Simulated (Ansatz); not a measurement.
Born–Oppenheimer molecular dynamics of Cl₃F₃W (7 atoms, charge 0, multiplicity 1). It goes on from the last frame of an earlier run, with new velocities.

Level of theory: RKS PBE-D4/def2-SVP in Ansatz 0.2.0.

- ensemble: NVT, Langevin thermostat
- time step: 1 fs
- steps asked: 100
- set temperature: 300 K
- friction: 0.05 /fs
- seed: 329106

First frame:

```xyz
7
Properties=species:S:1:pos:R:3
W 0.033 0.086 0.044
Cl -0.040 0.031 2.323
Cl 2.349 -0.008 -0.029
Cl 0.008 2.334 0.014
F -1.856 -0.019 0.042
F 0.082 -1.859 -0.053
F -0.103 0.052 -1.823
```

Problem. How far do the bonds stretch over the last three quarters of this one trajectory? (Pairs bonded in most of those frames.)

Solution. 
| bond | mean (Å) | spread (Å) | shortest | longest |
| --- | --- | --- | --- | --- |
| W1–Cl2 | 2.355 | 0.088 | 2.20 | 2.46 |
| W1–Cl3 | 2.262 | 0.016 | 2.24 | 2.30 |
| W1–Cl4 | 2.280 | 0.019 | 2.25 | 2.32 |
| W1–F5 | 1.882 | 0.020 | 1.85 | 1.92 |
| W1–F6 | 1.865 | 0.026 | 1.82 | 1.90 |
| W1–F7 | 1.888 | 0.025 | 1.85 | 1.95 |

Mean temperature of the second half: 300 K. A run of 0.1 ps of so small a system gives no equilibrium averages.

The run took 6.9 min on 2 threads of Arm Neoverse V2, with other jobs on the host, peak memory 0.21 GiB.
